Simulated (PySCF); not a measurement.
C2H6O2Se (SMILES CO[Se]OC), singlet, geometry from GFN2-xTB, atoms displaced at random by about 0.03 Å a coordinate; PBE/STO-3G, gradient (PySCF).

PySCF was given this input:
```python
from pyscf import gto, scf, dft

mol = gto.M(
    atom='''
Se    0.329857   -0.066128    0.757679
O     0.571126   -1.287565   -0.630424
C    -0.499331   -1.934141   -1.180229
H    -1.103785   -1.187332   -1.849315
H    -0.090415   -2.715546   -1.748043
H    -1.180780   -2.342787   -0.410724
O     0.140566    1.430675   -0.195380
C    -1.113209    1.904834   -0.701607
H    -1.853612    1.893693    0.108984
H    -0.980340    2.882516   -1.005457
H    -1.441999    1.293324   -1.472687
''',
    basis='sto-3g',
    charge=0,
    spin=0,
    verbose=4,
)

mf = dft.RKS(mol)
mf.xc = 'pbe'
mf.grids.level = 1
mf.kernel()
g = mf.nuc_grad_method()
g.grid_response = True
grad = g.kernel()
```

The log (banner, timings and long lists left out):

```
PySCF version 2.14.0

[INPUT] verbose = 4
[INPUT] num. atoms = 11
[INPUT] num. electrons = 68
[INPUT] charge = 0
[INPUT] spin (= nelec alpha-beta = 2S) = 0
[INPUT] symmetry False subgroup None
[INPUT] Mole.unit = angstrom
[INPUT] Symbol           X                Y                Z      unit          X                Y                Z       unit  Magmom
[INPUT]  1 Se     0.329857000000  -0.066128000000   0.757679000000 AA    0.623339390271  -0.124963809165   1.431805800334 Bohr   0.0
[INPUT]  2 O      0.571126000000  -1.287565000000  -0.630424000000 AA    1.079271722618  -2.433145217576  -1.191328702353 Bohr   0.0
[INPUT]  3 C     -0.499331000000  -1.934141000000  -1.180229000000 AA   -0.943598835505  -3.654996776292  -2.230309574269 Bohr   0.0
[INPUT]  4 H     -1.103785000000  -1.187332000000  -1.849315000000 AA   -2.085851350403  -2.243732298932  -3.494698868050 Bohr   0.0
[INPUT]  5 H     -0.090415000000  -2.715546000000  -1.748043000000 AA   -0.170859587553  -5.131638218658  -3.303322523963 Bohr   0.0
[INPUT]  6 H     -1.180780000000  -2.342787000000  -0.410724000000 AA   -2.231350813364  -4.427225798191  -0.776155872786 Bohr   0.0
[INPUT]  7 O      0.140566000000   1.430675000000  -0.195380000000 AA    0.265631242426   2.703583923262  -0.369214690218 Bohr   0.0
[INPUT]  8 C     -1.113209000000   1.904834000000  -0.701607000000 AA   -2.103660129401   3.599614572760  -1.325845077078 Bohr   0.0
[INPUT]  9 H     -1.853612000000   1.893693000000   0.108984000000 AA   -3.502819021207   3.578561134006   0.205949911960 Bohr   0.0
[INPUT] 10 H     -0.980340000000   2.882516000000  -1.005457000000 AA   -1.852574108956   5.447165789677  -1.900038360027 Bohr   0.0
[INPUT] 11 H     -1.441999000000   1.293324000000  -1.472687000000 AA   -2.724983181897   2.444028150327  -2.782975097207 Bohr   0.0

nuclear repulsion = 379.155632635599
number of shells = 26
number of NR pGTOs = 132
number of NR cGTOs = 44
basis = sto-3g
ecp = {}

******** <class 'pyscf.dft.rks.RKS'> ********
method = RKS
initial guess = minao
damping factor = 0
level_shift factor = 0
DIIS = <class 'pyscf.scf.diis.CDIIS'>
diis_start_cycle = 1
diis_space = 8
diis_damp = 0
SCF conv_tol = 1e-09
SCF conv_tol_grad = None
SCF max_cycles = 50
direct_scf = True
direct_scf_tol = 1e-13
XC library pyscf.dft.libxc version 7.1.2
    S. Lehtola, C. Steigemann, M. J. T. Oliveira, and M. A. L. Marques,  SoftwareX 7, 1–5 (2018)
XC functionals = pbe
    J. P. Perdew, K. Burke, and M. Ernzerhof,  Phys. Rev. Lett. 77, 3865 (1996)
    J. P. Perdew, K. Burke, and M. Ernzerhof,  Phys. Rev. Lett. 78, 1396 (1997)
    J. P. Perdew, K. Burke, and M. Ernzerhof,  Phys. Rev. Lett. 77, 3865 (1996)
    J. P. Perdew, K. Burke, and M. Ernzerhof,  Phys. Rev. Lett. 78, 1396 (1997)
radial grids:
    Treutler-Ahlrichs [JCP 102, 346 (1995); DOI:10.1063/1.469408] (M4) radial grids

becke partition: Becke, JCP 88, 2547 (1988); DOI:10.1063/1.454033
pruning grids: <function nwchem_prune>
grids dens level: 1
symmetrized grids: False
atomic radii adjust function: <function treutler_atomic_radii_adjust>
small_rho_cutoff = 0
Set gradient conv threshold to 3.16228e-05
Initial guess from minao.
tot grids = 42888
init E= -2598.81361852757
  HOMO = -0.421411293374512  LUMO = -0.280068851291763  gap/eV = 3.84612
cycle= 1 E= -2601.24187726306  delta_E= -2.43  |g|= 0.474  |ddm|= 4.28
  HOMO = 0.0143979089479518  LUMO = 0.159785572532214  gap/eV = 3.95620
cycle= 2 E= -2601.21272722753  delta_E= 0.0292  |g|= 0.622  |ddm|= 1.84
  HOMO = -0.0578125036978586  LUMO = 0.0944527929105621  gap/eV = 4.14335
cycle= 3 E= -2601.32830814478  delta_E= -0.116  |g|= 0.163  |ddm|= 1.11
  HOMO = -0.0739553299762106  LUMO = 0.0739012181059779  gap/eV = 4.02338
cycle= 4 E= -2601.33518926235  delta_E= -0.00688  |g|= 0.111  |ddm|= 0.455
  HOMO = -0.0757349024066638  LUMO = 0.0763308029087569  gap/eV = 4.13792
cycle= 5 E= -2601.33873910581  delta_E= -0.00355  |g|= 0.0451  |ddm|= 0.232
  HOMO = -0.0745158452404611  LUMO = 0.0768558401682115  gap/eV = 4.11903
cycle= 6 E= -2601.33951916177  delta_E= -0.00078  |g|= 0.0106  |ddm|= 0.0953
  HOMO = -0.074027980459509  LUMO = 0.0774414553213158  gap/eV = 4.12169
cycle= 7 E= -2601.33955733153  delta_E= -3.82e-05  |g|= 0.0013  |ddm|= 0.016
  HOMO = -0.0740825037816127  LUMO = 0.0773777379885139  gap/eV = 4.12144
cycle= 8 E= -2601.3395579717  delta_E= -6.4e-07  |g|= 0.000202  |ddm|= 0.00224
  HOMO = -0.0740879445021329  LUMO = 0.0773766689576803  gap/eV = 4.12156
cycle= 9 E= -2601.33955798729  delta_E= -1.56e-08  |g|= 1.73e-05  |ddm|= 0.000352
  HOMO = -0.0740879803442364  LUMO = 0.0773769991888821  gap/eV = 4.12157
cycle= 10 E= -2601.3395579874  delta_E= -1.13e-10  |g|= 4.86e-06  |ddm|= 3.35e-05
  HOMO = -0.0740877687516104  LUMO = 0.0773776056698864  gap/eV = 4.12158
Extra cycle  E= -2601.33955798737  delta_E= 2.46e-11  |g|= 8.08e-06  |ddm|= 2.07e-05
converged SCF energy = -2601.33955798737

******** <class 'pyscf.grad.rks.Gradients'> for <class 'pyscf.dft.rks.RKS'> ********
unit = Eh/Bohr
grid_response = True
--------------- RKS gradients ---------------
         x                y                z
0 Se     0.0227100361     0.0303908827    -0.0314582272
1 O    -0.1033980948    -0.0314145079    -0.0222063480
2 C     0.0981645798    -0.0457369247     0.0045285203
3 H    -0.0054207375     0.0288530579    -0.0090127191
4 H    -0.0152680415     0.0443740609     0.0370058886
5 H     0.0142162562     0.0090093128    -0.0005587360
6 O    -0.0649990876    -0.0424991342     0.0179139977
7 C     0.0183549414     0.0433544448    -0.0723887909
8 H     0.0186409321    -0.0026834378    -0.0047111690
9 H    -0.0118581043    -0.0676208184     0.0251142272
10 H     0.0288573201     0.0339730638     0.0557733564
----------------------------------------------
```
